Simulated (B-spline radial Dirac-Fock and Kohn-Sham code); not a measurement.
## Elastic and transport cross sections of manganese for electrons

The computed values come from a radial atomic solver: relativistic (Dirac) partial waves in the static field of the Dirac-Fock atom with Furness-McCarthy exchange, without polarisation or absorption potentials. σ_tr1 and σ_tr2 weight the cross section with 1 − P₁ and 1 − P₂ of cos θ; "backward" is the share scattered beyond 90°.

```
energy (eV)  σ (a₀²)  σ_tr1 (a₀²)  σ_tr2 (a₀²)  σ/σ_tr1  backward (%)
      14800     1.04       0.0157       0.0361     66.4          0.19
      14900     1.04       0.0155       0.0357     66.8          0.19
      17600    0.906       0.0117       0.0273     77.6          0.15
      19800    0.824      0.00954       0.0225     86.3          0.13
      19900    0.820      0.00946       0.0223     86.7          0.13
      20000    0.817      0.00938       0.0221     87.1          0.13
      22600    0.740      0.00761       0.0181     97.2          0.11
      24200    0.699      0.00676       0.0162      103          0.10
      26600    0.647      0.00574       0.0138      113         0.092
      30000    0.586      0.00467       0.0113      126         0.079
      39600        ?            ?            ?        ?             ?
      39700    0.466      0.00287      0.00708      162         0.056
      50000    0.386      0.00192      0.00480      201         0.042
      56600    0.350      0.00155      0.00390      225         0.036
     100000    0.226     0.000584      0.00151      387         0.017
     116000    0.203     0.000455      0.00118      447         0.014
     125000    0.193     0.000401      0.00104      482         0.013
     200000    0.143     0.000184     0.000488      776        0.0067
     300000    0.115     9.61e-05     0.000258     1200        0.0037
```

**Question.** Fill in the row for 39.6 keV.

**Answer.** σ = 0.467 a₀², σ_tr1 = 0.00288 a₀², σ_tr2 = 0.00711 a₀², σ/σ_tr1 = 162, backward 0.056 %. The ratio σ/σ_tr1 is roughly the number of elastic collisions that randomise the direction.
